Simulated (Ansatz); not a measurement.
Species: C₂H₆FSi, net charge 0, doublet state. It need not be the lowest isomer of its formula. 
Geometry from a B3LYP-D3(BJ)/def2-TZVP (Ansatz, a quantum-chemistry and plane-wave program) optimisation:
```
Si
F 1 1.6217
C 1 1.8758 2 107.20
H 3 1.0904 1 111.49 2 60.82
H 3 1.0918 4 108.32 1 -121.75
H 3 1.0947 4 108.31 5 -117.38
C 1 1.8758 2 107.20 3 -120.33
H 7 1.0904 1 111.49 2 -60.82
H 7 1.0918 8 108.32 1 121.75
H 7 1.0947 8 108.31 9 117.38
```
Charge 0, spin multiplicity 2.

Parts of the frozen-core correlation energy in 6-31G* (Ansatz, hartree). Frozen orbitals: 8; correlated occupied orbitals by spin: 13 and 12; virtual: 55 and 56. UHF or UKS for open shells. No spin-orbit coupling. Non-relativistic.

```
term                            value
-------------------------  ----------
reference (HF)             -467.62334
MP2 opposite-spin            -0.37871
MP2 same-spin                -0.12425
CCSD correlation             -0.54269
(T)                          -0.01266
T1 diagnostic                   0.012
largest doubles amplitude       0.031
<S^2> of the reference          0.752
```
